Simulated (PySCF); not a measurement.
Species: C5H4F4O2.
Geometry (PBE0-D3(BJ)/def2-SVP, Å), atoms numbered from 1 in this order:
```xyz
15
C5H4F4O2 angstrom
F      4.6572    0.4803   -0.4766
C      3.5327    0.3067    0.2119
C      2.3915    0.0306   -0.4168
O      1.2465   -0.1562    0.2835
C      0.1081   -0.3753   -0.4051
C     -1.0667   -0.4806    0.2163
F     -1.2091   -0.3354    1.5268
O     -2.2024   -0.8177   -0.4255
C     -3.1730    0.1615   -0.4952
F     -4.2873   -0.4380   -0.8882
F     -2.8281    1.0730   -1.4135
H      3.6341    0.4073    1.2950
H      2.3465   -0.0591   -1.5072
H      0.1545   -0.4892   -1.4903
H     -3.3265    0.6679    0.4732
```

Linear response at wB97X-D/def2-SVPD (PySCF, frozen core in the response, non-relativistic).

Static isotropic polarisability: 78.14 au (11.58 Å³), principal values 53.0, 64.7, 116.7 au.

**Question.** What is the polarisability at 1064 nm and at the sodium D line?

**Answer.** 78.98 au at 1064 nm (+1.1 %), 81.03 au at 589.3 nm (+3.7 %). The rise at 589.3 nm is 3.45 times that at 1064 nm; a pure ω² law gives 3.26. The lowest singlet lies at 202 nm, shorter than both wavelengths.

**Question.** What is the isotropic C6 coefficient between two such molecules, C6 = (3/π)∫α(iω)² dω?

**Answer.** 2682 au (Eh·bohr⁶) by a ten-point quadrature over imaginary frequencies, which is 1600 eV·Å⁶ or 155 J·nm⁶/mol.

**Question.** Which effective excitation energy ω̄ makes London's formula C6 = (3/4)α²ω̄ exact here?

**Answer.** ω̄ = 4·C6/(3α²) = 0.586 Eh = 15.9 eV. A one-pole form α(ω) = α/(1 − ω²/ω̄²) fitted to the 1064 nm value gives 11.3 eV.

**Question.** What n − 1 at the D line would an ideal gas of it have at 273.15 K and 1 atm (2.6868 × 10¹⁹ cm⁻³), by n − 1 = 2π·N·α′?

**Answer.** 20.27 × 10⁻⁴, a formal value whether or not that pressure can be reached.

**Question.** What three-body coefficient follows from the one-pole estimate C9 = (3/4)·α·C6?

**Answer.** 157000 au. This is an estimate from the two numbers above, not a computed integral.

**Question.** How many electrons N does the Slater–Kirkwood formula C6 = (3/4)·√N·α^(3/2) need to give this C6?

**Answer.** N = (4·C6/3)²/α³ = 26.8; the species has 86 electrons in all.

**Question.** What molar refraction at the D line follows from R = (4π/3)·N_A·α′, with α′ the polarisability volume?

**Answer.** α′ = 12.01 Å³ gives R = 30.29 cm³/mol, for isolated, non-vibrating species.

One conformer stands for the species.

wB97X-D is run here without its empirical dispersion term; that term would change no orbital, density or response property at a fixed geometry.
